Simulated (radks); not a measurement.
Question: Successive ionisation energies (eV) of one element, from differences of total energies of ions in their ground configurations, starting at charge 22: 703.34, 742.95, 783.17, 823.96, 978.16, 1019.7, 1061.5, 1103.7, 1185.1, 1229.1, 1341.8, 1386.5, 2371.5, 2471.8, 2573.6, 2677.0, 2781.7, 2887.9, 3029.0, 3139.6, 3251.5, 3364.8. All-electron calculation, Dirac Kohn-Sham, PBE, spin-unpolarised, spherical densities, finite nucleus; open shells fill j = l - 1/2 first; Fermi nuclear charge, rms radius 5.0819 fm. Program: a radial shooting solver on a logarithmic mesh with Libxc functionals. Which element is it?

Answer: Samarium (Z = 62). The first species listed is Sm22+ in [Kr] 4d4, the last Sm43+ in [Ar] 3d1.
